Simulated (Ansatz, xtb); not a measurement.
Species: ReO$_{2}$ (charge 0, quartet). The spin state was set by rule; other spins were not relaxed. 
Geometry from a B3LYP-D3(BJ)/def2-TZVP (Ansatz, a quantum-chemistry and plane-wave program) optimisation:
```
Re
O 1 1.7157
O 1 1.7157 2 132.62
```
Charge 0, spin multiplicity 4.

Harmonic wavenumbers from GFN2-xTB (xtb, at its own minimum), cm⁻¹: 226, 922, 927.

**Question.** Give the harmonic wavenumbers at B3LYP-D3(BJ)/def2-TZVP (Ansatz, finite differences of forces, unscaled).

**Answer.** 257, 961, 1016 cm⁻¹. Zero-point energy 3.2 kcal/mol.

**Question.** From these and the geometry, give the ideal-gas thermochemistry at 298.15 K and 1 atm (rigid rotor, harmonic oscillator).

**Answer.** Point group C2v, rotational symmetry number 2. Rotational constants 38.95, 6.398, 5.495 GHz. S(trans) 42.04, S(rot) 21.60, S(vib) 1.88, S(elec, spin only) 2.75, S 68.3 cal/(mol K). H(298) - H(0) 2.72 kcal/mol; G - E(el) -14.4 kcal/mol.
